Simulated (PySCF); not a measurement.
Basis and Hamiltonian dependence of the electron affinity of Ta

Ta⁻ [Xe] 4f14 5d4 6s2 (5D) → Ta [Xe] 4f14 5d3 6s2 (4F). Calculated with PySCF 2.14 from differences of total energies of unrestricted determinants, without spin-orbit coupling. Values in eV.

```tsv
basis	Hamiltonian	functions	UHF	LDA	PBE0	MP2 (valence)	CCSD(T) (valence)	CCSD(T) (valence and next inner shell)
aug-cc-pVDZ-PP with ECP60MDF	ECP	54	-0.419	0.914	0.482	-0.187	0.206	n/a
def2-TZVPPD with the def2 core potential (60 electrons)	ECP	59	-0.895	0.606	0.221	-0.183	-0.019	0.031
aug-cc-pwCVDZ-PP with ECP60MDF	ECP	70	-0.440	0.922	0.489	-0.160	0.222	0.230
def2-QZVPPD with the def2 core potential (60 electrons)	ECP	84	-0.722	0.696	0.305	-0.122	0.087	0.145
ANO-RCC-VTZP	spin-free X2C	104	-1.009	0.500	0.097	-0.412	-0.286	n/a
x2c-TZVPPall with one added diffuse shell each of s, p, d, f type	spin-free X2C	113	-0.426	0.895	0.436	-0.218	0.239	n/a
aug-cc-pwCVTZ-PP with ECP60MDF	ECP	122	-0.423	0.927	0.489	-0.220	n/a	n/a
```

Q: Estimate the row for aug-cc-pVTZ-PP with ECP60MDF (ECP, 88 functions).

A: From the rows with the same Hamiltonian and similar size; the calculation gives UHF -0.42; LDA 0.92; PBE0 0.49; MP2 (valence) -0.22; CCSD(T) (valence) 0.25 (eV).

Frozen in the all-electron rows: valence and next inner shell: [Kr] 4d10 4f14; valence: [Xe] 4f14; with a core potential, the same shells as far as they lie outside it.

At UHF, def2-TZVPPD with the def2 core potential (60 electrons), ANO-RCC-VTZP lie more than 0.3 eV from the median of the rows with comparable relativity. Of these, ANO-RCC-VTZP has no diffuse functions of the l that the added or promoted electron needs.

In most of these bases the highest occupied level of the anion is positive at UHF, LDA, PBE0, so the basis helps to hold the electron.

Between the lowest levels the reference is 0.329 eV (measured; photodetachment measurements, as compiled on the Wikipedia data page of electron affinities); it includes spin-orbit coupling, which these numbers lack.
